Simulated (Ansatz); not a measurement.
Harmonic frequencies (cm⁻¹) at PBE0-D4/def2-TZVP from Ansatz: 125, 139, 171, 174, 189, 191, 423, 544, 577, 585, 630, 691, 1187, 1399, 1413, 3032, 3126, 3160.

(1) Which molecule is it?
A. `[NH]=[Mo](=[NH])([NH2])[Cl]`
B. `[CH3][Mo](=[S])(=[S])[Cl]`
C. `[NH2][Mo](=[O])(=[S])[Cl]`
D. `[CH3][Mo](=[O])(=[S])[Cl]`

Answers

(1) B.
